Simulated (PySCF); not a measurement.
**Fluorine: a sound run and one with changed settings**

Sound run: F²⁺ [He] 2s2 2p3, F³⁺ [He] 2s2 2p2. All numbers are calculated (PySCF 2.14, the non-relativistic Hamiltonian (point nucleus), in 6-31G* (3s2p1d, 14 functions)). In the sound run the correlated levels freeze 1s2. The sound run starts from symmetry-adapted Hartree-Fock orbitals and uses a fine grid where one is needed.

A second run was set up differently.

```csv
species,method,sound run (hartree),changed run (hartree),converged
F²⁺,MP2,-97.60590,-97.60693,yes
F²⁺,CCSD(T),-97.61851,-97.61947,yes
F³⁺,MP2,-95.31032,-95.31151,yes
F³⁺,CCSD(T),-95.33152,-95.33253,yes
```

Ionisation energy of F²⁺:

```
 method  sound run (eV)  changed run (eV)
    UHF          62.291            62.291
    MP2          62.466            62.462
SCS-MP2          62.331            62.324
   CCSD          62.230            62.228
CCSD(T)          62.232            62.231
```

(1) What was changed?
A. all electrons correlated in a valence basis
B. level shift left on
C. too few SCF iterations
D. a valence shell is frozen

Answers

(1) A. A valence basis has no tight correlating functions, so it recovers only part of the core correlation, and not evenly between atom and ion.
